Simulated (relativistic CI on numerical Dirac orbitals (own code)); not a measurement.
# Energy levels of Re27+

These numbers are calculated, not measured: Dirac-Coulomb-Breit CI, KLI orbitals optimised for each configuration, model QED, unscaled Slater integrals (own radial code, finite nucleus).

CI space (outside the closed core [Ar] 3d10): 4s2 4p6 4d10 4f2, 4s2 4p6 4d9 4f3, 4s2 4p6 4d10 4f 5s, 4s2 4p6 4d10 4f 5p, 4s2 4p6 4d10 5s2, 4s2 4p6 4d10 5s 5p, 4s2 4p5 4d10 4f3, 4s2 4p6 4d10 4f 5d, 4s2 4p6 4d10 5p2, 4s2 4p6 4d10 5s 5d, 4s2 4p6 4d9 4f2 5s, 4s 4p6 4d10 4f3, 4s2 4p6 4d10 5p 5d, 4s2 4p6 4d9 4f 5s2, 4s2 4p6 4d10 4f 5f, 4s2 4p6 4d9 4f 5s 5p. Levels of other configurations are missing.

```tsv
No.	Configuration	Term	J	E (cm⁻¹)	%	Landé g	jj configuration (%)
41	4s2 4p6 4d9 4f3	5S°	2	1653195	32	1.560	4d5/2^5 4f5/2^2 4f7/2 (60)
42	4s2 4p6 4d9 4f3	5G°	5	1655649	31	1.050	4d5/2^5 4f5/2^2 4f7/2 (73)
43	4s2 4p6 4d9 4f3	3F°	3	1656184	41	1.096	4d5/2^5 4f5/2^2 4f7/2 (62)
44	4s2 4p6 4d9 4f3	5L°	9	1657369	71	1.128	4d5/2^5 4f5/2 4f7/2^2 (57)
45	4s2 4p6 4d9 4f3	5F°	5	1657710	35	1.194	4d5/2^5 4f5/2^2 4f7/2 (83)
46	4s2 4p6 4d9 4f3	5H°	7	1660170	30	1.114	4d5/2^5 4f5/2^2 4f7/2 (67)
47	4s2 4p6 4d9 4f3	5F°	4	1661070	31	1.150	4d5/2^5 4f5/2^2 4f7/2 (63)
48	4s2 4p6 4d9 4f3	5S°	2	1661198	31	1.319	4d5/2^5 4f5/2^2 4f7/2 (82)
49	4s2 4p6 4d9 4f3	3D°	3	1664086	21	1.084	4d5/2^5 4f5/2^3 (48)
50	4s2 4p6 4d9 4f3	5L°	10	1665749	75	1.169	4d5/2^5 4f5/2 4f7/2^2 (47)
51	4s2 4p6 4d9 4f3	5G°	5	1666332	25	1.124	4d5/2^5 4f5/2^2 4f7/2 (78)
52	4s2 4p6 4d9 4f3	5D°	4	1667461	46	1.251	4d5/2^5 4f5/2^2 4f7/2 (51)
53	4s2 4p6 4d9 4f3	3D°	1	1668841	34	0.746	4d5/2^5 4f5/2^2 4f7/2 (68)
54	4s2 4p6 4d9 4f3	5I°	8	1671822	39	1.157	4d5/2^5 4f5/2 4f7/2^2 (54)
55	4s2 4p6 4d9 4f3	3K°	6	1674745	30	0.966	4d5/2^5 4f5/2^2 4f7/2 (81)
56	4s2 4p6 4d9 4f3	3G°	4	1677345	25	1.004	4d5/2^5 4f5/2 4f7/2^2 (55)
57	4s2 4p6 4d9 4f3	5G°	6	1678047	30	1.184	4d5/2^5 4f5/2^2 4f7/2 (53)
58	4s2 4p6 4d9 4f3	5G°	3	1679308	44	0.976	4d5/2^5 4f5/2^2 4f7/2 (53)
59	4s2 4p6 4d9 4f3	3H°	4	1679965	29	1.025	4d5/2^5 4f5/2 4f7/2^2 (65)
60	4s2 4p6 4d9 4f3	3I°	7	1682597	23	1.089	4d5/2^5 4f5/2^2 4f7/2 (78)
61	4s2 4p6 4d9 4f3	1H°	5	1684953	24	1.060	4d5/2^5 4f5/2^2 4f7/2 (43)
62	4s2 4p6 4d9 4f3	3F°	4	1685078	28	1.135	4d5/2^5 4f5/2^2 4f7/2 (71)
63	4s2 4p6 4d9 4f3	3F°	2	1685252	67	0.733	4d5/2^5 4f5/2^2 4f7/2 (41)
64	4s2 4p6 4d9 4f3	3I°	6	1685610	35	1.097	4d5/2^5 4f5/2^2 4f7/2 (56)
65	4s2 4p6 4d9 4f3	3D°	2	1686086	20	1.047	4d5/2^5 4f5/2^2 4f7/2 (53)
66	4s2 4p6 4d9 4f3	3G°	5	1689937	30	1.166	4d5/2^5 4f5/2 4f7/2^2 (68)
67	4s2 4p6 4d9 4f3	3P°	1	1690352	26	1.632	4d5/2^5 4f5/2^3 (41)
68	4s2 4p6 4d9 4f3	5D°	3	1690546	28	1.180	4d5/2^5 4f5/2 4f7/2^2 (45)
69	4s2 4p6 4d9 4f3	5I°	8	1690570	29	1.138	4d5/2^5 4f5/2 4f7/2^2 (52)
70	4s2 4p6 4d9 4f3	5K°	9	1690998	68	1.183	4d5/2^5 4f5/2 4f7/2^2 (52)
71	4s2 4p6 4d9 4f3	3I°	5	1691813	41	1.000	4d5/2^5 4f5/2 4f7/2^2 (48)
72	4s2 4p6 4d9 4f3	5G°	2	1693182	28	0.853	4d5/2^5 4f5/2^2 4f7/2 (67)
73	4s2 4p6 4d9 4f3	3I°	7	1694036	46	1.115	4d5/2^5 4f5/2^2 4f7/2 (47)
74	4s2 4p6 4d9 4f3	3M°	9	1695161	50	1.032	4d5/2^5 4f5/2^2 4f7/2 (56)
75	4s2 4p6 4d9 4f3	3I°	6	1695267	42	1.063	4d5/2^5 4f5/2^2 4f7/2 (59)
76	4s2 4p6 4d9 4f3	3F°	2	1697170	32	0.976	4d5/2^5 4f5/2 4f7/2^2 (60)
77	4s2 4p6 4d9 4f3	3M°	10	1698217	33	1.074	4d5/2^5 4f5/2^2 4f7/2 (60)
78	4s2 4p6 4d9 4f3	1I°	6	1698378	28	1.091	4d5/2^5 4f5/2 4f7/2^2 (51)
79	4s2 4p6 4d9 4f3	5G°	4	1700413	40	1.065	4d5/2^5 4f5/2^2 4f7/2 (59)
80	4s2 4p6 4d9 4f3	3D°	3	1701075	36	1.165	4d5/2^5 4f5/2 4f7/2^2 (45)
81	4s2 4p6 4d9 4f3	5H°	7	1701324	39	1.131	4d5/2^5 4f5/2 4f7/2^2 (73)
82	4s2 4p6 4d9 4f3	3F°	4	1703727	36	1.144	4d5/2^5 4f5/2 4f7/2^2 (77)
83	4s2 4p6 4d9 4f3	5D°	0	1703766	46		4d5/2^5 4f5/2^3 (44)
84	4s2 4p6 4d9 4f3	3I°	7	1704095	38	1.103	4d5/2^5 4f5/2 4f7/2^2 (57)
85	4s2 4p6 4d9 4f3	5D°	2	1704556	25	1.338	4d5/2^5 4f5/2^2 4f7/2 (46)
```

Energies count from the lowest computed level; ° marks odd parity. Filled j subshells are mostly left out of the jj labels.

The mean weight of the leading LS term, summed over parents, in these 45 levels is 36 %, and that of the leading jj configuration (from the same eigenvectors) 59 %, so jj coupling describes them better and the LS labels are nominal.

At this charge energies of transitions that change n are usually good to better than 1 %, and those within a shell (Δn = 0) to a few per cent. Terms inside the open d or f shell come out 10 to 20 % too wide with unscaled integrals.

LS names give the leading component of a level, which can be under half, so a name can repeat, a term be missing and a line seem to break the LS rules.
